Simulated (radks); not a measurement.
Results of a calculation; reference values are marked as such.
Task: Species: Se III. Configuration: [Ar] 3d10 4s1.75 4p2.25 (fractional occupations, a model configuration). Level of theory: scalar-relativistic Kohn-Sham, r2SCAN, spin-unpolarised, spherical densities, finite nucleus; meta-GGA in the generalised Kohn-Sham scheme; Fermi nuclear charge, rms radius 4.14 fm (a radial shooting solver on a logarithmic mesh with Libxc functionals). Some entries of the table are withheld. Estimate them.

| orbital | occ. | eigenvalue (eV) | <1/r> (bohr^-1) | <r> (bohr) |
|---|---|---|---|---|
| 1s | 2 | -12562.22 | (1) | 0.04409 |
| 2s | 2 | -1644.024 | 7.649 | 0.1957 |
| 2p | 6 | -1446.760 | (2) | 0.1711 |
| 3s | 2 | -242.6350 | 2.493 | 0.5727 |
| 3p | 6 | -180.1540 | 2.337 | 0.5885 |
| 3d | 10 | -77.4469 | 2.035 | 0.6275 |
| 4s | 1.75 | -38.4589 | 0.7748 | 1.701 |
| 4p | 2.25 | (3) | (4) | 1.976 |
| 4d | 0 | (5) | 0.4190 | 3.106 |

Result: 
(1) 1s <1/r> (bohr^-1): 34.56
(2) 2p <1/r> (bohr^-1): 7.475
(3) 4p eigenvalue (eV): -25.8038
(4) 4p <1/r> (bohr^-1): 0.6575
(5) 4d eigenvalue (eV): -9.8061
